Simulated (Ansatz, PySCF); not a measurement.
Reaction (SMILES): [Cl][Sn]([Cl])[Cl] → [Cl][Sn][Cl] + Cl atom (the Cl-Sn bond at the site shown breaks; other sites are not compared here)
Each molecule is optimised on its own at B3LYP-D3(BJ)/def2-TZVP (Ansatz, a program for electronic structure). Frequencies are from Ansatz or PySCF.

Wanted: bond dissociation energy (0 K, with B3LYP-D3(BJ) harmonic zero-point energies), in kJ/mol. Cores are frozen in the correlated levels unless marked. Open shells are spin-unrestricted. No spin-orbit coupling. Frozen are the shells of the preceding noble gas and the d and f shells that filled before the atom's block. Past Kr the def2 sets carry scalar-relativistic core potentials. Basis-set limits of correlation are two-point, X^-3; Hartree-Fock from the larger set.

```json
[
 {"level": "PBE0-D3(BJ)/def2-TZVP", "program": "Ansatz + dftd3", "bond dissociation energy (kJ/mol)": "188.3"},
 {"level": "PBE0-D4/def2-TZVP", "program": "Ansatz + dftd4", "bond dissociation energy (kJ/mol)": "188.5"},
 {"level": "HSE06/def2-TZVPD", "program": "Ansatz", "bond dissociation energy (kJ/mol)": "182.9"},
 {"level": "LC-wPBE/def2-TZVPD", "program": "Ansatz", "bond dissociation energy (kJ/mol)": "180.3"},
 {"level": "RPA@PBE/def2-TZVPP", "program": "Ansatz", "bond dissociation energy (kJ/mol)": "145.3"},
 {"level": "SCS-MP2/def2-SVP", "program": "Ansatz", "bond dissociation energy (kJ/mol)": "161.2"},
 {"level": "CCSD(T)/CBS(def2-TZVPP,def2-QZVPP)", "program": "Ansatz", "bond dissociation energy (kJ/mol)": "190.6"}
]
```
